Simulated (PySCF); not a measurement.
Calculated NMR data

[PySCF 2.14.0 with density-fitted response routines: GFN2-xTB structure; shieldings: GIAO PBE0/pcSseg-1; one computed conformer; in vacuum; one averaged value for each set of equivalent atoms; no relativistic terms]

Shifts are taken against calculated references (same method and geometry level): TMS for ¹H (31.72 ppm) and ¹³C (186.93 ppm). Splittings of carbon signals by F and P are missing where no couplings were computed. Where no couplings were computed, multiplicities follow the n + 1 count of equivalent neighbours, and m marks all less simple cases (inequivalent or close neighbours, rings, F or P nearby). Shifts are as computed. Against solution values, carbons near 30 ppm lie about +3 ppm off and those near 130 ppm about +5 ppm. Of 1211 compounds with measured shifts, 218 miss one by over three times the rms of a fit or turn the order of signals round; such compounds aren't used in these exercises.

Compound 1 (C7H10). ¹H NMR (600 MHz, computed): δ 5.22 (m, 1H), 5.11 (m, 1H), 2.55 (m, 1H), 1.89 (m, 2H), 1.79 (s, 3H), 1.25 (m, 1H), 0.97 (m, 1H). ¹³C{¹H} NMR (computed): δ 146.6 (C), 119.6 (CH2), 51.1 (CH), 27.4 (CH2), 25.0 (CH3), 5.8 (CH). Structure: SMILES C=C(C)[C@@H]1[C@@H]2C[C@@H]21.

Compound 2 (C7H7FO). ¹H NMR (600 MHz, computed): δ 7.29 (m, 1H), 7.20 (m, 1H), 5.68 (m, 1H), 3.74 (s, 3H), 3.71 (m, 1H). ¹³C{¹H} NMR (computed): δ 179.4, 159.2, 150.0, 122.3, 97.2, 57.8, 48.1. Structure: `CO[C@@]12C=C[C@@H]1C=C2F`.
